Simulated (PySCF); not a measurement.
C₄H₄OSe.

```xyz
10

C      0.5767    -2.6116     0.0000
C      0.4357    -1.2853     0.0000
C      1.4442    -0.1602     0.0000
Se     0.0285     1.2128     0.0000
C     -0.8569    -0.5436     0.0000
O     -1.9953    -0.8831     0.0000
H      1.5600    -3.0893     0.0000
H     -0.3116    -3.2490     0.0000
H      2.0736    -0.1142     0.8999
H      2.0736    -0.1142    -0.8999
```

Geometry optimised at PBE0-D3(BJ)/def2-SVP. The structure was generated by enumeration, and PubChem lists no compound with its InChIKey, so it may never have been made.

These are PBE/pcSseg-1 (PySCF) values and carry that method's errors. Non-relativistic, no solvent.

Problem. Give the absolute GIAO shielding of each atom: isotropic value and principal components (ppm). (The exact figures need the calculation; the answer reports its results.)

Solution. 
```
atom  σ(iso)     σ11     σ22     σ33    span
----  ------  ------  ------  ------  ------
C1      65.4   -11.1    46.1   161.1   172.2
C2      12.5   -61.5    46.5    52.4   114.0
C3     150.5   132.8   147.7   171.0    38.2
Se4    768.6   410.2   427.4  1468.0  1057.8
C5      -9.5  -107.9    23.7    55.6   163.5
O6    -230.5  -647.4  -258.4   214.3   861.7
H7      26.6    24.7    25.6    29.5     4.8
H8      25.3    23.6    24.1    28.2     4.6
H9      27.7    23.9    26.3    32.9     9.1
H10     27.7    23.9    26.3    32.9     9.1
```
